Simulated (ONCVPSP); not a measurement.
# Which change was made? (Ga, ONCV)

Ga, optimised norm-conserving Vanderbilt (ONCV), made with ONCVPSP 4.0.1 (PBE, scalar-relativistic). Core [Ar] 3d10, reference 4s2 4p1. Waves: 4s: rc 1.80 bohr, ncon 4, nbas 7, qcut 4.1 1/bohr, local; 4p: rc 2.05 bohr, ncon 3, nbas 6, qcut 4.6 1/bohr, 1 projector. Local part: the s channel. Core correction: Teter function, fcfact 4, rcfact 1.2.

Cutoffs, loose and tight: the cutoffs (Ha) at which the residual kinetic energy of the hardest occupied pseudo-wave falls to 1 and 0.1 mHa per electron. They do not see the model core or the augmentation charge, which bear on the density cutoff. Test errors are all-electron minus pseudo excitation energies from the reference, over the configurations 4s2 4p0; 4s1 4p0; 4s2 4p0.5; 4s1 4p2; variants that change the core or the reference have their own tests.

The base gives: outcome: generated; cutoff, loose: 7.5 Ha; cutoff, tight: 16 Ha; bound ghosts: none; GHOST(+) flags above zero: none; largest test error (meV): -17.

After one change the result is: outcome: generated; cutoff, loose: 7.5 Ha; cutoff, tight: 16 Ha; bound ghosts: none; GHOST(+) flags above zero: none; largest test error (meV): -544. Which change was it?
A. core correction polynomial model core, fcfact 0.4
B. reference 4s2; wave 4p: rc 2.05 bohr, ncon 3, nbas 6, qcut 4.6 1/bohr, 1 projector becomes p scattering state at 0.11 Ha: rc 2.05 bohr, ncon 3, nbas 6, qcut 4.6 1/bohr, 1 projector
C. core correction Teter function, fcfact 4, rcfact 1.76

C. The others give: core correction polynomial model core, fcfact 0.4 → outcome: generated; cutoff, loose: 7.5 Ha; cutoff, tight: 16 Ha; bound ghosts: none; GHOST(+) flags above zero: none; largest test error (meV): -166 | reference 4s2; wave 4p: rc 2.05 bohr, ncon 3, nbas 6, qcut 4.6 1/bohr, 1 projector becomes p scattering state at 0.11 Ha: rc 2.05 bohr, ncon 3, nbas 6, qcut 4.6 1/bohr, 1 projector → outcome: generated, projector energies reset by the program; cutoff, loose: 7.6 Ha; cutoff, tight: 17 Ha; bound ghosts: none; GHOST(+) flags above zero: p; largest test error (meV): +28.
